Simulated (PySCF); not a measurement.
# What a mistake does to a calculation on BGe2H6N

All numbers below are calculated, not measured. The program is PySCF 2.14.0, an open-source quantum chemistry code, run on an isolated molecule that a program drew, which may never have been made. The molecule is BGe2H6N (charge 0, singlet), drawn as the SMILES string `[BH2][Ge][NH][GeH3]`.

Each row is a Hartree-Fock (HF) and frozen-core CCSD(T) single point in the cc-pVDZ basis, meant for a local HF minimum. Run 1 is clean. Each other run has one planted mistake out of seven kinds, and not every kind appears here: one electron removed, one electron added, multiplicity raised by two, geometry at a saddle point, minimal basis STO-3G, one bond length entered in bohr, all coordinates scaled. The reference is restricted for singlets and unrestricted otherwise, and also for a bond in bohr. Adding or removing an electron swaps singlet and doublet. Electrons count all cores. HOMO and LUMO are orbital energies over both spins, the gradient is its largest component, and the lowest frequency (negative if imaginary) is given only where the gradient is small. Bond lengths are over the 9 bonds as drawn. T1 is the CCSD diagnostic: over 0.02 (restricted) or 0.045 (unrestricted) a single reference is doubtful. Germanium has the cc-pVDZ-PP basis, with a core potential (ECP10MDF) in place of its 10 inner electrons, and its 3s, 3p and 3d shells are frozen in CCSD(T).

Geometry of the clean run:
```xyz
10
BGe2H6N, angstrom
B    -0.7967    1.9245   -3.3869
Ge    0.3295    2.6239   -1.7199
N    -0.1838    1.3306   -0.5160
Ge    0.3511    1.1799    1.2488
H    -0.3281    1.1611   -4.1919
H    -1.9092    2.3270   -3.6124
H    -0.8216    0.6076   -0.8023
H     1.3065    2.3378    1.5279
H    -0.8669    1.2540    2.1786
H     1.0567   -0.1636    1.4744
```

```
run,electrons,basis functions,<S^2>,HOMO (eV),LUMO (eV),gradient (hartree/bohr),lowest frequency (cm^-1),mean bond (Å),longest bond (Å),T1,HF (hartree),CCSD(T) (hartree),mistake
1,82,104,0.000,-8.14,1.50,1.3e-05,73,1.5366,2.130,0.0182,-669.34381,-669.84672,no fault
2,82,104,1.017,-7.20,0.55,1.8e-02,-,1.7185,3.477,0.0209,-669.26355,-669.72814,one bond length entered in bohr
3,83,104,0.780,-0.05,6.26,5.1e-02,-,1.5366,2.130,0.0213,-669.31487,-669.82650,one electron added
4,82,104,2.026,-6.43,0.29,2.8e-02,-,1.5366,2.130,0.0176,-669.28665,-669.76595,multiplicity raised by two
5,81,104,0.785,-15.38,-6.00,4.1e-02,-,1.5366,2.130,0.0228,-669.08475,-669.56191,?
```

**Which mistake was planted in run 5, and what did it cost?**

It counts 81 electrons, one fewer than the clean run, at the same geometry and basis. So the mistake is: one electron removed. Subtracting run 1 and multiplying by 627.51 kcal/mol a hartree, the energy moved by 162.6 kcal/mol in HF and 178.7 kcal/mol in CCSD(T).

Cautions from the logs. Run 3: the added electron raises the CCSD(T) energy, so it isn't bound in this basis.
